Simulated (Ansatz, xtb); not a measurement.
## C5H7FSSi: which of two isomers lies lower

Structure a is `Fc1ccc(C[SiH3])s1`, a singlet and structure b is `Fc1cscc1C[SiH3]`, a singlet. Both are isolated molecules in the gas phase, relaxed with PBE-D3(BJ)/def2-SVP; the shapes shown needn't be the lowest conformers.

a (Å):

| atom | x (Å) | y (Å) | z (Å) |
| --- | --- | --- | --- |
| C | -1.7425 | 0.1957 | 1.8297 |
| C | -0.9463 | 1.3072 | 1.9632 |
| C | -0.0117 | 1.4067 | 0.8820 |
| C | -0.1094 | 0.3902 | -0.0506 |
| C | 0.7270 | 0.1463 | -1.2681 |
| F | -2.7230 | -0.2024 | 2.6392 |
| S | -1.3753 | -0.7453 | 0.4011 |
| Si | 1.9525 | -1.3084 | -1.0677 |
| H | -1.0387 | 2.0153 | 2.7963 |
| H | 0.7237 | 2.2183 | 0.7878 |
| H | 1.3172 | 1.0615 | -1.4830 |
| H | 0.1025 | -0.0435 | -2.1680 |
| H | 2.8491 | -1.0537 | 0.1117 |
| H | 2.7916 | -1.4498 | -2.3110 |
| H | 1.1933 | -2.5873 | -0.8442 |

b (Å):

```yaml
atoms:
  - { symbol: C, position_ang: [0.0835, 0.3852, 0.7382] }
  - { symbol: C, position_ang: [0.1066, 0.8898, 2.0211] }
  - { symbol: C, position_ang: [2.0137, -0.6338, 1.4963] }
  - { symbol: C, position_ang: [1.1662, -0.4999, 0.4089] }
  - { symbol: C, position_ang: [1.3332, -1.1140, -0.9493] }
  - { symbol: F, position_ang: [-0.8724, 0.6735, -0.1616] }
  - { symbol: S, position_ang: [1.4895, 0.2861, 2.8696] }
  - { symbol: Si, position_ang: [2.1804, 0.0848, -2.1717] }
  - { symbol: H, position_ang: [-0.6116, 1.5694, 2.4918] }
  - { symbol: H, position_ang: [2.9279, -1.2362, 1.5614] }
  - { symbol: H, position_ang: [0.3441, -1.3886, -1.3720] }
  - { symbol: H, position_ang: [1.9379, -2.0418, -0.8953] }
  - { symbol: H, position_ang: [1.4051, 1.3699, -2.2516] }
  - { symbol: H, position_ang: [3.5765, 0.3823, -1.6964] }
  - { symbol: H, position_ang: [2.2524, -0.5354, -3.5428] }
```

Quicker runs give these differences E(b) − E(a): GFN2-xTB −2.5 kcal/mol; HF/STO-3G +0.4 kcal/mol (at GFN2-xTB geometries); r2SCAN-D4/def2-SVP −4.5 kcal/mol (at GFN2-xTB geometries).

Q: Estimate which is lower in electronic energy at CCSD(T)/def2-SVP + ΔMP2/def2-TZVPP, and by roughly how much.

A: The CCSD(T)/def2-SVP + ΔMP2/def2-TZVPP calculation puts structure b lower, by 5.0 kcal/mol.

Level by level:

| level | geometry | E(b) − E(a) (kcal/mol) | departure from the last row (kcal/mol) | job, with rough time for the two |
| --- | --- | --- | --- | --- |
| GFN2-xTB | GFN2-xTB | −2.5 | +2.4 | optimisation, 0.24 s |
| HF/STO-3G | GFN2-xTB | +0.4 | +5.3 | single point, 0.5 s |
| r2SCAN-D4/def2-SVP | GFN2-xTB | −4.5 | +0.5 | single point, 4.7 s |
| PBE-D3(BJ)/def2-SVP | PBE-D3(BJ)/def2-SVP | −3.8 | +1.2 | optimisation, 44 s |
| HF/def2-SVP | PBE-D3(BJ)/def2-SVP | −5.0 | 0.0 | part of the CCSD(T) run |
| MP2/def2-SVP | PBE-D3(BJ)/def2-SVP | −4.6 | +0.3 | part of the CCSD(T) run |
| CCSD(T)/def2-SVP | PBE-D3(BJ)/def2-SVP | −4.4 | +0.6 | single point |
| CCSD(T)/def2-SVP + ΔMP2/def2-TZVPP | PBE-D3(BJ)/def2-SVP | −5.0 |  | single point, 1.9 min |

As drawn, both hold the same kinds of bond in the same numbers.

HF/STO-3G finds them nearly level. The largest departure from CCSD(T)/def2-SVP + ΔMP2/def2-TZVPP is that of HF/STO-3G, 5.3 kcal/mol. The last row adds to CCSD(T) the change of the MP2 difference between the two basis sets, here −0.6 kcal/mol.

With thermal terms from frequencies at re-optimised GFN2-xTB minima (ideal gas, soft modes damped towards free rotors, one conformer each, 298.15 K, 1 atm): on the last row, ΔE + ΔZPE = −5.0, ΔH = −5.0, ΔG = −4.9 kcal/mol.

The correlated steps freeze 16 core orbitals. Run with Ansatz 0.2.0, xtb 6.7.1; the last row on 4 threads of Arm Neoverse V1 on a shared host.
